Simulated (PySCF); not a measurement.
How many f electrons in EuF?

Unrestricted PBE0; basis Eu x2c-TZVPall, F x2c-TZVPall; spin-free X2C with a Gaussian nucleus; PySCF 2.14. The search starts from ions with several 4f fillings and holds each by maximum overlap.

The lowest solution has 2Ms+1 = 9, about 7.0 4f electrons, near 2.07 Å.

The lowest solution of each spin and filling, followed along the bond (rough minima from three points):

| 2Ms+1 | 4f population | ⟨S²⟩ at the start | R at minimum (Å) | Te (eV) |
| --- | --- | --- | --- | --- |
| 9 | 7.01 | 20.01 | 2.07 | 0.00 |
| 7 | 7.02 | 13.00 | 2.06 | 0.23 |

Solutions at the starting distance of 2.125 Å, counted from the lowest; the search is not exhaustive:

| 2Ms+1 | 4f population | E (eV) | ⟨S²⟩ | ⟨Lz²⟩ | μ (D) |
| --- | --- | --- | --- | --- | --- |
| 9 | 7.01 | 0.00 | 20.01 | 0.0 | -3.78 |
| 7 | 7.02 | 0.23 | 13.00 | 0.0 | -3.44 |
| 9 | 7.02 | 1.69 | 20.01 | 1.0 | -2.07 |
| 9 | 6.99 | 1.75 | 20.01 | 4.0 | -6.39 |
| 7 | 7.02 | 1.91 | 13.01 | 1.0 | -1.73 |
| 7 | 7.00 | 2.23 | 13.01 | 4.0 | -6.33 |
| 9 | 6.04 | 3.16 | 20.01 | 8.0 | -4.21 |
| 7 | 6.07 | 3.16 | 12.03 | 4.0 | -2.71 |
| 9 | 6.05 | 3.25 | 20.01 | 9.9 | -4.18 |

Partly filled real f orbitals mix terms, so no term symbols are given. A positive dipole means Eu(−)F(+).

Spin–orbit coupling is left out. Counting both spins, an empty level lies below a filled one in some of these solutions, because spin and occupation are held. With d or f electrons several states lie close, and the lowest PBE0 determinant need not be the measured ground state.
